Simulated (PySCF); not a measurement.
A compound of formula C19H13N has these computed shifts in ppm, with the number of atoms in brackets (GIAO KT3/pcSseg-1, gas phase, PySCF SCF with an in-house response code, fitting set def2-universal-JFIT, grid level 2, non-relativistic, on the GFN2-xTB geometry; 13C, 1H against isolated TMS; 15N against isolated NH3).

15N: 321.5 (1)
1H: 7.94 (1), 7.53 (1), 7.13 (1), 7.12 (1), 6.93 (1), 6.86 (1), 6.38 (1), 6.36 (1), 6.25 (1), 6.14 (1), 6.04 (1), 5.84 (1), 5.20 (1)
13C: 151.9 (1), 149.5 (1), 140.6 (1), 135.7 (1), 135.0 (1), 134.5 (1), 133.7 (1), 131.4 (1), 129.2 (1), 129.0 (1), 128.5 (1), 127.1 (1), 126.0 (1), 122.6 (1), 122.2 (1), 117.9 (1), 102.9 (1), 101.9 (1), 100.1 (1)

Which structure gave them?

c1ccc2c(c1)ccccc1c3cccnccc3c12. Other isomers were not compared.
